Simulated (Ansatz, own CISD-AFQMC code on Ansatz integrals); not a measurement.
CH5BSi, SMILES `CB=[SiH2]` (charge 0, multiplicity 1).

Z-matrix (Å, degrees):
```
B
C 1 1.5195
H 2 1.0920 1 114.43
H 2 1.0972 3 108.71 1 122.83
H 2 1.0975 3 108.60 4 114.87
Si 1 1.8673 2 162.05 3 179.65
H 6 1.4865 1 109.78 2 -119.03
H 6 1.4867 7 111.46 1 121.82
```
Charge 0, multiplicity 1.

Frozen-core energies in cc-pVDZ from Ansatz (a quantum-chemistry and plane-wave program) at a geometry from B3LYP-D3(BJ)/def2-TZVP; the HF reference has <S^2> = 0.00 (restricted, and unstable towards unrestricted orbitals) and the T1 diagnostic is 0.018.

| level | energy (Ha) |
|---|---|
| HF | -354.29764 |
| MP2 | -354.61708 |
| CCSD | -354.66750 |
| CCSD(T) | -354.68110 |

Question: Estimate the energies of CCSDT, phaseless AFQMC, CISD trial (own CISD-AFQMC code on Ansatz integrals; ±0.40 mHa) and CCSDT(Q), and give each level's difference from CCSDT(Q).

Answer: 
| level | energy (Ha) | difference from CCSDT(Q) (mHa) |
|---|---|---|
| MP2 | -354.61708 | 66.56 |
| CCSD | -354.66750 | 16.13 |
| CCSD(T) | -354.68110 | 2.54 |
| CCSDT | -354.68274 | 0.89 |
| phaseless AFQMC, CISD trial (own CISD-AFQMC code on Ansatz integrals; ±0.40 mHa) | -354.68293 | 0.70 |
| CCSDT(Q) | -354.68364 | 0.00 |
